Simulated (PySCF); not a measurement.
A structure optimised at PBE-D3(BJ)/def2-SVP, used in a PySCF frequency run:

```
C
H 1 1.1163
C 1 1.5439 2 110.02
H 3 1.1097 1 112.13 2 -57.72
H 3 1.1098 4 107.85 1 -123.14
H 3 1.1111 4 107.07 5 -114.37
Si 1 1.8954 2 105.29 3 -123.42
O 7 1.6912 1 111.28 2 -148.54
H 8 0.9728 7 115.34 1 -60.91
H 7 1.4991 8 104.31 9 179.52
H 7 1.5121 10 109.91 8 119.54
Si 1 1.8976 2 106.25 3 120.48
O 12 1.6903 1 111.69 2 -61.32
H 13 0.9727 12 114.70 1 68.68
H 12 1.4994 13 103.69 14 -172.98
H 12 1.5082 15 110.95 13 -119.59
```

Problem. Write its SMILES and formula.

Solution. CC([SiH2]O)[SiH2]O, C₂H₁₀O₂Si₂

Problem. What are its rotational constants (standard atomic weights)?

Solution. 3.5043, 1.3219, 1.1018 GHz
